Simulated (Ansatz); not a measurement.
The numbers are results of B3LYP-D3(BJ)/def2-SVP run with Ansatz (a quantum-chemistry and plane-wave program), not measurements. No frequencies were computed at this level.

Ansatz 0.2 input:
```yaml
crystal:
  periodic: [false, false, false]
  atoms:
    - { symbol: B, position_ang: [3.287627, 0.879402, -0.682549] }
    - { symbol: C, position_ang: [1.904711, 0.24966, -0.401081] }
    - { symbol: C, position_ang: [1.774882, -1.117279, -0.030729] }
    - { symbol: C, position_ang: [0.564774, -1.692239, 0.225072] }
    - { symbol: C, position_ang: [-0.620254, -0.931533, 0.127565] }
    - { symbol: N, position_ang: [-1.80185, -1.524613, 0.38744] }
    - { symbol: C, position_ang: [-2.889303, -0.812963, 0.294644] }
    - { symbol: C, position_ang: [-2.913836, 0.548217, -0.06349] }
    - { symbol: C, position_ang: [-1.727903, 1.174044, -0.332662] }
    - { symbol: C, position_ang: [-0.525531, 0.439355, -0.242705] }
    - { symbol: C, position_ang: [0.740572, 0.99375, -0.497645] }
    - { symbol: H, position_ang: [3.364787, 2.007126, -0.982326] }
    - { symbol: H, position_ang: [4.257129, 0.232296, -0.595736] }
    - { symbol: H, position_ang: [2.674927, -1.709902, 0.047788] }
    - { symbol: H, position_ang: [0.474872, -2.730257, 0.50626] }
    - { symbol: H, position_ang: [-3.813135, -1.334234, 0.513783] }
    - { symbol: H, position_ang: [-3.854986, 1.073364, -0.120159] }
    - { symbol: H, position_ang: [-1.691306, 2.218399, -0.612243] }
    - { symbol: H, position_ang: [0.793812, 2.037401, -0.777383] }
basis:
  gaussian: { orbitals: def2-svp }
hamiltonian:
  xc: b3lyp
  dispersion: d3bj
relax:
  max_steps: 150
```

Output:

```
Functional definition: B3LYP
2280 factors; integrals over basis functions are off by at most 4.2e-4 eV
mean field evaluation 1: about -11611.1827 eV, gradient 5.8e1 eV
mean field evaluation 2: about -11610.8595 eV, gradient 6.2e1 eV
mean field evaluation 4: about -11620.7084 eV, gradient 5.4e0 eV
mean field evaluation 8: about -11620.8655 eV, gradient 2.1e-1 eV
mean field evaluation 16: about -11620.8656 eV, gradient 6.1e-5 eV
mean field -11620.86559624 eV, -427.0589337563 hartree, gradient 6.1e-5 eV, S^2 0.000000; 0 other end points of the search recorded, 0 dependent functions left out
reference -11620.86591113 eV, -427.0589453281 hartree; 37, 37 occupied and 157, 157 virtual orbitals, 2280 factors
relax step   1: F+E_penalty+E_count = -11621.92350545 eV  Δ(F+E_penalty+E_count) = +0.000e0 eV  max|allowed force component| = 1.004e0 eV/Å  Δτ_max = 0.0000 Å  (29 SCF iters, accepted)
these checks for a lower state are left out or cut short: starts, cluster_reference, orbital_swaps, neighbouring_geometries, increment
2280 factors; integrals over basis functions are off by at most 4.3e-4 eV
mean field -11620.95591104 eV, -427.0622527641 hartree, gradient 1.1e-5 eV, S^2 0.000000; 0 other end points of the search recorded, 0 dependent functions left out
reference -11620.95622878 eV, -427.0622644405 hartree; 37, 37 occupied and 157, 157 virtual orbitals, 2280 factors
relax step   2: F+E_penalty+E_count = -11622.00962552 eV  Δ(F+E_penalty+E_count) = -8.612e-2 eV  max|allowed force component| = 3.330e-1 eV/Å  Δτ_max = 0.0330 Å  (33 SCF iters, accepted)
these checks for a lower state are left out or cut short: starts, cluster_reference, orbital_swaps, neighbouring_geometries, increment
2280 factors; integrals over basis functions are off by at most 4.3e-4 eV
mean field evaluation 32: about -11620.9649 eV, gradient 1.1e-5 eV
mean field -11620.96485529 eV, -427.0625814589 hartree, gradient 1.1e-5 eV, S^2 0.000000; 0 other end points of the search recorded, 0 dependent functions left out
reference -11620.96517410 eV, -427.0625931749 hartree; 37, 37 occupied and 157, 157 virtual orbitals, 2280 factors
relax step   3: F+E_penalty+E_count = -11622.01702318 eV  Δ(F+E_penalty+E_count) = -7.398e-3 eV  max|allowed force component| = 3.133e-2 eV/Å  Δτ_max = 0.0151 Å  (35 SCF iters, accepted)
these checks for a lower state are left out or cut short: starts, cluster_reference, orbital_swaps, neighbouring_geometries, increment
2280 factors; integrals over basis functions are off by at most 4.3e-4 eV
mean field -11620.96495291 eV, -427.0625850466 hartree, gradient 1.0e-5 eV, S^2 0.000000; 0 other end points of the search recorded, 0 dependent functions left out
reference -11620.96527176 eV, -427.0625967640 hartree; 37, 37 occupied and 157, 157 virtual orbitals, 2280 factors
relax step   4: F+E_penalty+E_count = -11622.01709385 eV  Δ(F+E_penalty+E_count) = -7.067e-5 eV  max|allowed force component| = 2.198e-2 eV/Å  Δτ_max = 0.0030 Å  (26 SCF iters, accepted)
these checks for a lower state are left out or cut short: starts, cluster_reference, orbital_swaps, neighbouring_geometries, increment
2280 factors; integrals over basis functions are off by at most 4.3e-4 eV
mean field -11620.96496951 eV, -427.0625856564 hartree, gradient 7.7e-5 eV, S^2 0.000000; 0 other end points of the search recorded, 0 dependent functions left out
reference -11620.96528834 eV, -427.0625973731 hartree; 37, 37 occupied and 157, 157 virtual orbitals, 2280 factors
relax step   5: F+E_penalty+E_count = -11622.01714360 eV  Δ(F+E_penalty+E_count) = -4.975e-5 eV  max|allowed force component| = 1.950e-3 eV/Å  Δτ_max = 0.0022 Å  (23 SCF iters, accepted)
2280 factors; integrals over basis functions are off by at most 4.3e-4 eV
mean field -11620.96496951 eV, -427.0625856564 hartree, gradient 7.7e-5 eV, S^2 0.000000; 1 other end points of the search recorded, 0 dependent functions left out
reference -11620.96528834 eV, -427.0625973731 hartree; 37, 37 occupied and 157, 157 virtual orbitals, 2280 factors
Total energy: -11622.01746242 eV, -427.1012640577 hartree
Atom 0 at     3.287995     0.886445    -0.686583 Å, force    -0.001111    -0.000653     0.000157 eV/Å
Atom 1 at     1.918744     0.244445    -0.399873 Å, force     0.000773    -0.000090     0.000212 eV/Å
Atom 2 at     1.794911    -1.134873    -0.026110 Å, force    -0.000139     0.001913    -0.000387 eV/Å
Atom 3 at     0.573287    -1.710551     0.230590 Å, force    -0.000757    -0.000164     0.000148 eV/Å
Atom 4 at    -0.620944    -0.942139     0.131088 Å, force    -0.001763    -0.000477     0.000289 eV/Å
Atom 5 at    -1.813804    -1.542317     0.391849 Å, force    -0.000305     0.000181    -0.000203 eV/Å
Atom 6 at    -2.908306    -0.819707     0.295860 Å, force     0.001852    -0.000100    -0.000116 eV/Å
Atom 7 at    -2.929567     0.554831    -0.064219 Å, force    -0.001531     0.000209     0.000046 eV/Å
Atom 8 at    -1.735047     1.182535    -0.332413 Å, force     0.000429    -0.001447     0.000277 eV/Å
Atom 9 at    -0.526699     0.440931    -0.241189 Å, force     0.001950     0.001233    -0.000219 eV/Å
Atom 10 at     0.749115     0.999528    -0.497998 Å, force     0.001432    -0.000824    -0.000135 eV/Å
Atom 11 at     3.355416     2.051033    -0.998884 Å, force    -0.000501     0.000669    -0.000126 eV/Å
Atom 12 at     4.301141     0.235143    -0.602294 Å, force     0.000147    -0.000194     0.000056 eV/Å
Atom 13 at     2.704599    -1.735424     0.053755 Å, force     0.000148    -0.000169    -0.000099 eV/Å
Atom 14 at     0.471865    -2.759254     0.515439 Å, force    -0.000132     0.000315    -0.000074 eV/Å
Atom 15 at    -3.855048    -1.330794     0.511946 Å, force    -0.000414    -0.000217     0.000187 eV/Å
Atom 16 at    -3.880929     1.087299    -0.122432 Å, force    -0.000252     0.000116    -0.000163 eV/Å
Atom 17 at    -1.697422     2.238451    -0.613757 Å, force     0.000266     0.000058     0.000178 eV/Å
Atom 18 at     0.810684     2.054413    -0.780929 Å, force    -0.000092    -0.000357    -0.000030 eV/Å
Dipole moment:    -0.345782     0.280899    -0.044190 e Å
```

Cost: around 80 core-seconds (rough).
